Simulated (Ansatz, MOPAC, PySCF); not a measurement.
Dimer: HCl (SMILES Cl) (first 2 atoms) with C2H6O (SMILES COC); geometry from B3LYP-D3(BJ)/def2-TZVP, rigid monomers moved along the line of their centres of mass till H2···O4 is 1.98 Å.
(charge 0, multiplicity 1):
```xyz
11

Cl    -0.1740    -0.0281     0.4686
H     -0.2030     0.2287     1.7614
C     -1.0869    -0.5419     4.2916
O     -0.1706     0.3872     3.7303
C      1.1594     0.2069     4.1955
H     -1.1354    -0.4232     5.3785
H     -0.7979    -1.5712     4.0536
H     -2.0627    -0.3314     3.8593
H      1.2104     0.3581     5.2782
H      1.7776     0.9492     3.6954
H      1.5275    -0.7959     3.9536
```

Interaction energies are E(AB) − E(A) − E(B) at the monomers' geometry in the complex; basis-set methods are counterpoise corrected. Rows marked so take none.

Rows in 3-21G, 6-31G* carry no dispersion term and start afresh at each structure (6-31G* with six Cartesian d functions). The state reached by PM3 isn't checked.

Run with Ansatz (Gaussian orbitals); MOPAC for PM3 (differences of heats of formation); PySCF for 3-21G rows, 6-31G* rows, the dispersion terms. 

| level | interaction energy (meV) |
|---|---|
| PM3 | -129.3 |
| HF/6-31G* | -216.0 |
| HF/6-31G* (no counterpoise) | -264.3 |
| PBE/def2-TZVPPD | -282.2 |
| BP86/6-31G* (no counterpoise) | -346.7 |
| r2SCAN-D3(BJ)/def2-TZVPPD | -324.8 |
| B3LYP/3-21G (no counterpoise) | … |
| B3LYP/6-31G* | -282.3 |
| wB97X-V/def2-TZVPPD | … |

Problem. Complete the blanks.

Solution. 
- B3LYP/3-21G (no counterpoise), interaction energy (meV): -566.5
- wB97X-V/def2-TZVPPD, interaction energy (meV): -300.3

Ansatz is a quantum-chemistry and plane-wave program.
